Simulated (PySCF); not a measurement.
Molfile (atoms numbered from 1):
```
C6H14O
     RDKit          3D

 21 20  0  0  0  0  0  0  0  0999 V2000
   -3.5053   -0.1647    0.2557 C   0  0  0  0  0  0  0  0  0  0  0  0
   -2.2606    0.4659   -0.3578 C   0  0  0  0  0  0  0  0  0  0  0  0
   -0.9784   -0.1830    0.1585 C   0  0  0  0  0  0  0  0  0  0  0  0
    0.2670    0.4517   -0.4533 C   0  0  0  0  0  0  0  0  0  0  0  0
    1.5434   -0.2016    0.0620 C   0  0  0  0  0  0  0  0  0  0  0  0
    2.6540    0.4223   -0.5411 O   0  0  0  0  0  0  0  0  0  0  0  0
    3.8778   -0.1142   -0.1182 C   0  0  0  0  0  0  0  0  0  0  0  0
   -3.5536   -1.2252    0.0170 H   0  0  0  0  0  0  0  0  0  0  0  0
   -3.4932   -0.0585    1.3384 H   0  0  0  0  0  0  0  0  0  0  0  0
   -4.4039    0.3145   -0.1261 H   0  0  0  0  0  0  0  0  0  0  0  0
   -2.3006    0.3652   -1.4445 H   0  0  0  0  0  0  0  0  0  0  0  0
   -2.2419    1.5330   -0.1256 H   0  0  0  0  0  0  0  0  0  0  0  0
   -0.9363   -0.0862    1.2461 H   0  0  0  0  0  0  0  0  0  0  0  0
   -0.9933   -1.2502   -0.0764 H   0  0  0  0  0  0  0  0  0  0  0  0
    0.2433    0.3559   -1.5399 H   0  0  0  0  0  0  0  0  0  0  0  0
    0.3017    1.5164   -0.2169 H   0  0  0  0  0  0  0  0  0  0  0  0
    1.6064   -0.1020    1.1583 H   0  0  0  0  0  0  0  0  0  0  0  0
    1.5423   -1.2783   -0.1756 H   0  0  0  0  0  0  0  0  0  0  0  0
    3.9530   -1.1812   -0.3669 H   0  0  0  0  0  0  0  0  0  0  0  0
    4.6586    0.4357   -0.6394 H   0  0  0  0  0  0  0  0  0  0  0  0
    4.0105    0.0012    0.9659 H   0  0  0  0  0  0  0  0  0  0  0  0
  1  2  1  0
  2  3  1  0
  3  4  1  0
  4  5  1  0
  5  6  1  0
  6  7  1  0
  1  8  1  0
  1  9  1  0
  1 10  1  0
  2 11  1  0
  2 12  1  0
  3 13  1  0
  3 14  1  0
  4 15  1  0
  4 16  1  0
  5 17  1  0
  5 18  1  0
  7 19  1  0
  7 20  1  0
  7 21  1  0
M  END
```

Geometry: GFN2-xTB; GIAO shifts from PySCF 2.14, gas phase, non-relativistic, averaged over equivalent atoms.

At KT2/pcSseg-1 (189 basis functions, 35 s wall time on 1 thread of an AMD EPYC 7R43 64-Core, shared host):
```
      atoms  δ (ppm)
         C5     80.6
         C7     62.3
         C4     36.9
         C3     33.6
         C2     30.0
         C1     17.7
         O6     39.9
H19/H20/H21     3.62
    H17/H18     3.45
    H15/H16     1.67
    H11/H12     1.43
    H13/H14     1.13
  H8/H9/H10     1.07
```

δ = σ(ref) − σ, references computed at the same level: TMS for $^{13}$C (σref 185.60), $^{1}$H (σref 31.62); $^{17}$O (σref 332.32) vs H2O.

**Question.** What do these become at PBE0/pcSseg-1?

**Answer.** 
```json
{"atoms": "C5", "δ at PBE0/pcSseg-1": "79.2", "change": "-1.4"}
{"atoms": "C7", "δ at PBE0/pcSseg-1": "61.6", "change": "-0.7"}
{"atoms": "C4", "δ at PBE0/pcSseg-1": "36.0", "change": "-0.9"}
{"atoms": "C3", "δ at PBE0/pcSseg-1": "32.6", "change": "-1.0"}
{"atoms": "C2", "δ at PBE0/pcSseg-1": "28.5", "change": "-1.5"}
{"atoms": "C1", "δ at PBE0/pcSseg-1": "17.4", "change": "-0.3"}
{"atoms": "O6", "δ at PBE0/pcSseg-1": "28.9", "change": "-11.0"}
{"atoms": "H19/H20/H21", "δ at PBE0/pcSseg-1": "3.53", "change": "-0.09"}
{"atoms": "H17/H18", "δ at PBE0/pcSseg-1": "3.33", "change": "-0.12"}
{"atoms": "H15/H16", "δ at PBE0/pcSseg-1": "1.64", "change": "-0.03"}
{"atoms": "H11/H12", "δ at PBE0/pcSseg-1": "1.36", "change": "-0.07"}
{"atoms": "H13/H14", "δ at PBE0/pcSseg-1": "1.04", "change": "-0.09"}
{"atoms": "H8/H9/H10", "δ at PBE0/pcSseg-1": "1.05", "change": "-0.02"}
```

References, each an isolated molecule treated in the same way: TMS for $^{13}$C (σref 186.93) and $^{1}$H (σref 31.72); $^{17}$O (σref 336.08) against H2O.

The largest change is at O6 (ether oxygen). Cost: 189 basis functions, 20 s wall time on 1 thread of an AMD EPYC 7R43 64-Core, shared host. The order of the carbon signals is the same at both levels.

Experimental scales use liquid or dissolved standards, which lie at an offset from isolated H2O (liquid H2O: subtract about 36 ppm).
